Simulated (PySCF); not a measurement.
Te(H)(I), SMILES [TeH]I (HITe) (CAM-B3LYP/def2-SVP optimised geometry):

```
3

Te    -0.748    -1.357     0.000
H      0.915    -1.357     0.000
I     -0.915     1.357     0.000
```

Level of theory: CAM-B3LYP/def2-TZVP, def2 effective core potentials past Kr run with PySCF 2.14.0.

Q: What are the frontier orbital energies and the dipole moment?

A: HOMO-2 -9.68 eV, HOMO-1 -9.02 eV, HOMO -7.67 eV, LUMO -1.96 eV, LUMO+1 0.40 eV; dipole moment 1.20 D.

On the same geometry PBE/def2-TZVP, def2 effective core potentials past Kr in PySCF 2.14.0 gives HOMO-2 -7.16 eV, HOMO-1 -6.67 eV, HOMO -5.41 eV, LUMO -3.69 eV, LUMO+1 -1.42 eV; dipole moment 1.05 D.
